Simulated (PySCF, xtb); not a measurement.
SiClFI2, SMILES Cl[Si](I)(I)F.

xtb with GFN2-xTB at its own geometry gives an orbital gap of 5.24 eV and a dipole moment of 4.68 D.

The structure is a stationary point at B3LYP-D3(BJ)/def2-SVP. The def2 effective core potentials stand for the cores of I; spin–orbit coupling is left out.

Q: What does PBE/def2-TZVP in PySCF give? (An estimate is asked for; the answer gives what the named calculation found.)

A: gap 4.01 eV (levels -6.87 and -2.86 eV), dipole 0.98 D.
